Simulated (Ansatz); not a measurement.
Ansatz (a quantum-chemistry and plane-wave program) input (B3LYP/def2-TZVPD):

Ansatz 0.2 input:
```yaml
crystal:
  periodic: [false, false, false]
  atoms:
    - {symbol: C, position_ang: [-0.00000000, -0.00000000, -0.63472800]}
    - {symbol: C, position_ang: [0.00000000, 0.00000000, 0.63472800]}
basis:
  gaussian:
    orbitals: def2-TZVPD
hamiltonian:
  xc: {name: B3LYP}
total_charge: -1
magnetization: {spin_polarized: true, initial_magnetization: 1}
```

End of the output:

```
integrals: 0.01 GiB planned
348 factors; their error is unknown
mean field: 0.15 GiB planned
mean field evaluation 1: about -2069.7176 eV, gradient 5.7e0 eV
mean field evaluation 2: about -2069.7802 eV, gradient 4.2e0 eV
mean field evaluation 4: about -2069.8808 eV, gradient 1.4e-1 eV
mean field evaluation 8: about -2069.8894 eV, gradient 6.5e-3 eV
mean field evaluation 16: about -2069.8894 eV, gradient 2.1e-5 eV
mean field -2069.88944743 eV, -76.0670341715 hartree, gradient 2.7e-6 eV, S^2 0.754845; 1 other end points of the search recorded, 0 dependent functions left out
reference -2069.88961699 eV, -76.0670404027 hartree; 7, 6 occupied and 67, 68 virtual orbitals, 348 factors
Total energy: -2069.88961699 eV, -76.0670404027 hartree
```

This state (charge -1, doublet) is run at the relaxed geometry of the species with charge -2 and multiplicity 1.
